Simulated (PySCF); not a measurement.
PySCF input for H5Si2, SMILES [SiH2][SiH3], multiplicity 2, SMD-B3LYP/6-31G*. The structure is a stationary point at B3LYP-D3(BJ)/def2-TZVP. The isomer is the one that the SMILES or the coordinates give; other isomers of the formula were not compared.

```python
import numpy as np
from pyscf import gto, scf, dft
from pyscf.solvent import smd

mol = gto.M(
    atom='''
    Si    1.20895312    0.08831345    0.00000000
    Si   -1.12160140   -0.01400448    0.00000000
    H     1.84086898   -0.49033496   -1.21346612
    H     1.84086898   -0.49033496    1.21346612
    H    -1.63653879    0.67495152    1.20709044
    H    -1.63653879    0.67495152   -1.20709045
    H    -1.63158442   -1.40955864    0.00000000
    ''',
    basis='6-31G*',
    charge=0,
    spin=1,
    max_memory=1600,
    verbose=3,
)
mf = dft.UKS(mol, xc='b3lyp').density_fit(auxbasis='def2-universal-jkfit')
mf.grids.level = 3
mf.conv_tol = 1e-9
mf.max_cycle = 100
mf.kernel()
fine, coarse = mf.grids, dft.Grids(mol).set(level=1).build(with_non0tab=True)
for _ in range(3):  # follow internal instabilities
    mf.grids = coarse
    mo, _, stable, _ = mf.stability(return_status=True, nroots=4)
    mf.grids = fine
    if stable:
        break
    mf.kernel(mf.make_rdm1(mo, mf.mo_occ))
res = {}
for name in ['water', '2-propanol', 'ethylethanoate']:
    s = mf.SMD()
    s.with_solvent.solvent, s.with_solvent.sasa_ng = name, 302
    s.kernel(mf.make_rdm1())
    res[name] = (s.e_tot, s.with_solvent.get_cds(), s.dip_moment(), s.mo_energy, s.converged)
    print(f'SMD {name}: dG(solv) = {(s.e_tot - mf.e_tot) * 627.509474:.3f} kcal/mol, of which CDS {res[name][1] * 627.509474:.3f}')
```

Program output:

```

WARN: HOMO -0.172088285218234 >= LUMO -0.172088285218234

converged SCF energy = -581.932683475018  <S^2> = 0.75224049  2S+1 = 2.0022392
<class 'pyscf.df.df_jk.DFUKS'> wavefunction is stable in the internal stability analysis
converged SCF energy = -581.928777318715  <S^2> = 0.75222905  2S+1 = 2.0022278
Dipole moment(X, Y, Z, Debye): -0.13587, -0.07779,  0.00000
SMD water: dG(solv) = 2.451 kcal/mol, of which CDS 2.690
converged SCF energy = -581.933816414298  <S^2> = 0.75222988  2S+1 = 2.0022286
Dipole moment(X, Y, Z, Debye): -0.13372, -0.07585,  0.00000
SMD 2-propanol: dG(solv) = -0.711 kcal/mol, of which CDS -0.487
converged SCF energy = -581.933486169799  <S^2> = 0.75223202  2S+1 = 2.0022308
Dipole moment(X, Y, Z, Debye): -0.12793, -0.07080,  0.00000
SMD ethylethanoate: dG(solv) = -0.504 kcal/mol, of which CDS -0.319
```

Self-consistency was reached.
